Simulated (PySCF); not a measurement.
Two-dimensional NMR puzzle

Compound of formula C2H12OP2Si2. Correlations simulated from computed shifts and the bond graph:

HSQC (one-bond C–H):
```tsv
δH	δC
3.61	58.1
0.31	-9.1
```

COSY cross peaks (H two or three bonds apart, from the bond graph; peaks can be absent where the dihedral angle is near 90°):
```tsv
δH	δH
6.61	1.13
4.18	3.61
4.18	0.31
```

HMBC (two and three bonds, from the bond graph):
```tsv
δH	δC
6.61	58.1
4.18	58.1, -9.1
3.61	-9.1
0.31	58.1
```

- σ from GIAO-PBE0/pcSseg-1
- GFN2-xTB structure
- program: PySCF
- single conformer, relativity neglected, one averaged value for each set of equivalent atoms, no solvent

δ = σ(ref) − σ, references computed at the same level: 1H (σref 31.72), 13C (σref 186.93) vs TMS.

Exchangeable hydrogens are left out of these lists.

Question: Assemble the structure.

Answer: SMILES C[SiH2]CO[SiH](P)P.

Numbering as in the mapped SMILES `[CH3:1][SiH2:2][CH2:3][O:4][SiH:5]([PH2:6])[PH2:7]` (H(Xn): hydrogen on atom n).

1. δC 58.1 is C3, an sp3 CH2 bonded to O and Si (δH 3.61).
2. δC -9.1 is C1, a methyl carbon bonded to Si (δH 0.31).
3. COSY links 6.61–1.13, 4.18–3.61, 4.18–0.31.

The shifts were computed for this structure.

Shifts are as computed. Against solution values, carbons near 30 ppm lie about +3 ppm off and those near 130 ppm about +5 ppm. Of 1211 compounds with measured shifts, 218 miss one by over three times the rms of a fit or turn the order of signals round; such compounds aren't used in these exercises.
